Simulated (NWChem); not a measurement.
Everything below was run with NWChem. System: dimethyl telluride (C2H6Te), charge 0, spin multiplicity 1, at a geometry optimised with PBE0/def2-SVP with def2 effective core potentials on Te. Level: CCSD(T)/def2-SVP with def2 effective core potentials on Te, 6 core orbitals frozen.

Output (cleaned and shortened):

```
             Northwest Computational Chemistry Package (NWChem) 7.3.0
             --------------------------------------------------------

                                NWChem Input Module
                                -------------------

 Scaling coordinates for geometry "geometry" by  1.889725989
 (inverse scale =  0.529177249)

 Turning off AUTOSYM since
 SYMMETRY directive was detected!

                             Geometry "geometry" -> ""
                             -------------------------

 Output coordinates in angstroms (scale by  1.889725989 to convert to a.u.)

  No.       Tag          Charge          X              Y              Z
 ---- ---------------- ---------- -------------- -------------- --------------
    1 C                    6.0000    -1.57978300     0.00000000    -1.06637200
    2 Te                  52.0000     0.00000000     0.00000000     0.39588500
    3 C                    6.0000     1.57978300     0.00000000    -1.06637200
    4 H                    1.0000    -1.51749800    -0.90252400    -1.68793900
    5 H                    1.0000    -2.53207300     0.00000000    -0.51890600
    6 H                    1.0000    -1.51749800     0.90252400    -1.68793900
    7 H                    1.0000     1.51749800    -0.90252400    -1.68793900
    8 H                    1.0000     2.53207300     0.00000000    -0.51890600
    9 H                    1.0000     1.51749800     0.90252400    -1.68793900

 Effective nuclear repulsion energy (a.u.)     245.9262636769

            Nuclear Dipole moment (a.u.)
            ----------------------------
        X                 Y               Z
 ---------------- ---------------- ----------------
    -0.0000000000     0.0000000000    -0.0000226767

      Symmetry information
      --------------------

 Group name             C2v
 Group number             16
 Group order               4
 No. of unique centers     4

      Symmetry unique atoms

     1    2    4    5


 Summary of "ao basis" -> "" (spherical)
 ------------------------------------------------------------------------------
       Tag                 Description            Shells   Functions and Types
 ---------------- ------------------------------  ------  ---------------------
 *                          def2-svp                  on all atoms

 Summary of "ao basis" -> "ao basis" (spherical)
 ------------------------------------------------------------------------------
       Tag                 Description            Shells   Functions and Types
 ---------------- ------------------------------  ------  ---------------------
 C                          def2-svp                 6       14   3s2p1d
 Te                         def2-svp                10       26   4s4p2d
 H                          def2-svp                 3        5   2s1p

                                 NWChem SCF Module
                                 -----------------

  ao basis        = "ao basis"
  functions       =    84
  atoms           =     9
  closed shells   =    21
  open shells     =     0
  charge          =   0.00
  wavefunction    = RHF
  use symmetry    = T
  symmetry adapt  = T

 Summary of "ao basis" -> "ao basis" (spherical)
 ------------------------------------------------------------------------------
       Tag                 Description            Shells   Functions and Types
 ---------------- ------------------------------  ------  ---------------------
 C                          def2-svp                 6       14   3s2p1d
 Te                         def2-svp                10       26   4s4p2d
 H                          def2-svp                 3        5   2s1p

      Symmetry analysis of basis
      --------------------------

        a1         31
        a2         12
        b1         25
        b2         16

 Forming initial guess at       0.0s

      Superposition of Atomic Density Guess
      -------------------------------------

 Sum of atomic energies:        -389.46901351

      Non-variational initial energy
      ------------------------------

 Total energy =    -346.554324
 1-e energy   =    -829.910349
 2-e energy   =     352.734295
 HOMO         =      -0.222930
 LUMO         =       0.003453
[...]
 Opposite spin scaling fact.:             1.270000000000000
 SCS-CCSD correlation energy:            -0.572643676332154
 Total SCS-CCSD energy:                -346.719577074913673
 memory            104840284

*********triples calculation*********

nkpass=    1; nvpass=    1; memdrv=         337617; memtrn=         909339; memavail=      104839324
 memory available/node                      104839324
 total number of virtual orbitals        63
 number of virtuals per integral pass    63
 number of integral evaluations           1
 number of occupied per triples pass     15
 number of triples passes                 1

 commencing integral evaluation        1 at          58.04
  symmetry use  T
task         2 out of       820 done   0%  at       0.1 secs
task        41 out of       820 done   5%  at       0.4 secs
task        82 out of       820 done  10%  at       0.4 secs
task       123 out of       820 done  15%  at       0.6 secs
task       167 out of       820 done  20%  at       0.8 secs
task       205 out of       820 done  25%  at       0.9 secs
task       246 out of       820 done  30%  at       1.0 secs
task       290 out of       820 done  35%  at       1.1 secs
task       330 out of       820 done  40%  at       1.1 secs
task       369 out of       820 done  45%  at       1.1 secs
task       411 out of       820 done  50%  at       1.3 secs
task       463 out of       820 done  56%  at       1.3 secs
task       494 out of       820 done  60%  at       1.3 secs
task       533 out of       820 done  65%  at       1.3 secs
task       574 out of       820 done  70%  at       1.5 secs
task       615 out of       820 done  75%  at       1.6 secs
task       658 out of       820 done  80%  at       1.7 secs
task       700 out of       820 done  85%  at       1.7 secs
task       738 out of       820 done  90%  at       1.7 secs
task       779 out of       820 done  95%  at       1.8 secs
task       820 out of       820 done 100%  at       1.9 secs
 commencing triples evaluation - blocking       1
 ccsd(t): done        1 out of       63 progress:    1.6%
 ccsd(t): done        2 out of       63 progress:    3.2%
 ccsd(t): done        3 out of       63 progress:    4.8%
 ccsd(t): done        4 out of       63 progress:    6.3%
 ccsd(t): done        5 out of       63 progress:    7.9%
 ccsd(t): done        6 out of       63 progress:    9.5%
 ccsd(t): done        7 out of       63 progress:   11.1%
 ccsd(t): done        8 out of       63 progress:   12.7%
 ccsd(t): done        9 out of       63 progress:   14.3%
 ccsd(t): done       10 out of       63 progress:   15.9%
 ccsd(t): done       11 out of       63 progress:   17.5%
 ccsd(t): done       12 out of       63 progress:   19.0%
 ccsd(t): done       13 out of       63 progress:   20.6%
 ccsd(t): done       14 out of       63 progress:   22.2%
 ccsd(t): done       15 out of       63 progress:   23.8%
 ccsd(t): done       16 out of       63 progress:   25.4%
 ccsd(t): done       17 out of       63 progress:   27.0%
 ccsd(t): done       18 out of       63 progress:   28.6%
 ccsd(t): done       19 out of       63 progress:   30.2%
 ccsd(t): done       20 out of       63 progress:   31.7%
 ccsd(t): done       21 out of       63 progress:   33.3%
 ccsd(t): done       22 out of       63 progress:   34.9%
 ccsd(t): done       23 out of       63 progress:   36.5%
 ccsd(t): done       24 out of       63 progress:   38.1%
 ccsd(t): done       25 out of       63 progress:   39.7%
 ccsd(t): done       26 out of       63 progress:   41.3%
 ccsd(t): done       27 out of       63 progress:   42.9%
 ccsd(t): done       28 out of       63 progress:   44.4%
 ccsd(t): done       29 out of       63 progress:   46.0%
 ccsd(t): done       30 out of       63 progress:   47.6%
 ccsd(t): done       31 out of       63 progress:   49.2%
 ccsd(t): done       32 out of       63 progress:   50.8%
 ccsd(t): done       33 out of       63 progress:   52.4%
 ccsd(t): done       34 out of       63 progress:   54.0%
 ccsd(t): done       35 out of       63 progress:   55.6%
 ccsd(t): done       36 out of       63 progress:   57.1%
 ccsd(t): done       37 out of       63 progress:   58.7%
 ccsd(t): done       38 out of       63 progress:   60.3%
 ccsd(t): done       39 out of       63 progress:   61.9%
 ccsd(t): done       40 out of       63 progress:   63.5%
 ccsd(t): done       41 out of       63 progress:   65.1%
 ccsd(t): done       42 out of       63 progress:   66.7%
 ccsd(t): done       43 out of       63 progress:   68.3%
 ccsd(t): done       44 out of       63 progress:   69.8%
 ccsd(t): done       45 out of       63 progress:   71.4%
 ccsd(t): done       46 out of       63 progress:   73.0%
 ccsd(t): done       47 out of       63 progress:   74.6%
 ccsd(t): done       48 out of       63 progress:   76.2%
 ccsd(t): done       49 out of       63 progress:   77.8%
 ccsd(t): done       50 out of       63 progress:   79.4%
 ccsd(t): done       51 out of       63 progress:   81.0%
 ccsd(t): done       52 out of       63 progress:   82.5%
 ccsd(t): done       53 out of       63 progress:   84.1%
 ccsd(t): done       54 out of       63 progress:   85.7%
 ccsd(t): done       55 out of       63 progress:   87.3%
 ccsd(t): done       56 out of       63 progress:   88.9%
 ccsd(t): done       57 out of       63 progress:   90.5%
 ccsd(t): done       58 out of       63 progress:   92.1%
 ccsd(t): done       59 out of       63 progress:   93.7%
 ccsd(t): done       60 out of       63 progress:   95.2%
 ccsd(t): done       61 out of       63 progress:   96.8%
 ccsd(t): done       62 out of       63 progress:   98.4%
 ccsd(t): done       63 out of       63 progress:  100.0%
 Time for integral evaluation pass     1        1.99
 Time for triples evaluation pass      1       14.04

 pseudo-e(mp4)  -0.14185035648375E-01
 pseudo-e(mp5)   0.51301404805485E-03
        e(t)    -0.13672021600320E-01

 --------------
 CCSD(T) Energy
 --------------
 Reference energy:                    -346.146933398581496

 CCSD corr. energy:                     -0.460836999678768
 T(CCSD) corr. energy:                  -0.014185035648375
 Total CCSD+T(CCSD) energy:           -346.621955433908624

 CCSD corr. energy:                     -0.460836999678768
 (T) corr. energy:                      -0.013672021600320
 Total CCSD(T) energy:                -346.621442419860557

 routine      calls  cpu(0)   cpu-min  cpu-ave  cpu-max   i/o
 aoccsd          1     0.02     0.02     0.02     0.02    0.00
 iterdrv         1     0.03     0.03     0.03     0.03    0.00
 pampt          11     0.17     0.17     0.17     0.17    0.00
 t2pm           11     0.23     0.23     0.23     0.23    0.00
 sxy            11     0.59     0.59     0.59     0.59    0.00
 ints      7333898    35.47    35.47    35.47    35.47    0.00
 t2eri        9020    13.67    13.67    13.67    13.67    0.00
 idx2         9020     1.77     1.77     1.77     1.77    0.00
 idx34          11     0.21     0.21     0.21     0.21    0.00
 ht2pm          11     0.37     0.37     0.37     0.37    0.00
 itm            11     2.53     2.53     2.53     2.53    0.00
 pdiis          11     0.07     0.07     0.07     0.07    0.00
 triples         1     0.00     0.00     0.00     0.00    0.00
 rdtrpo          1     0.02     0.02     0.02     0.02    0.00
 trpmos          1     1.99     1.99     1.99     1.99    0.00
 trpdrv          1     1.67     1.67     1.67     1.67    0.00
 dovvv      226800     6.70     6.70     6.70     6.70    0.00
 doooo      226800     1.95     1.95     1.95     1.95    0.00
 tengy      212625     3.63     3.63     3.63     3.63    0.00
 Total                71.08    71.08    71.08    71.08    0.00

 Task  times  cpu:       74.7s     wall:       74.7s

 Total times  cpu:       74.7s     wall:       74.7s
```

Question: Write an NWChem input that would produce this output.

Answer: This is not unique; one that fits is 
```
start mol
memory heap 100 mb stack 700 mb global 1900 mb
geometry units angstroms nocenter noautoz
  C     -1.579783     0.000000    -1.066372
  Te     0.000000     0.000000     0.395885
  C      1.579783     0.000000    -1.066372
  H     -1.517498    -0.902524    -1.687939
  H     -2.532073     0.000000    -0.518906
  H     -1.517498     0.902524    -1.687939
  H      1.517498    -0.902524    -1.687939
  H      2.532073     0.000000    -0.518906
  H      1.517498     0.902524    -1.687939
  symmetry group C2v
end
basis spherical
  * library def2-svp
end
ecp
  Te library def2-ecp
end
scf
  rhf
  nopen 0
  maxiter 100
  thresh 1e-7
  semidirect memsize 60000000 filesize 0
end
ccsd
  freeze core 6
  maxiter 60
end
task ccsd(t) energy
```
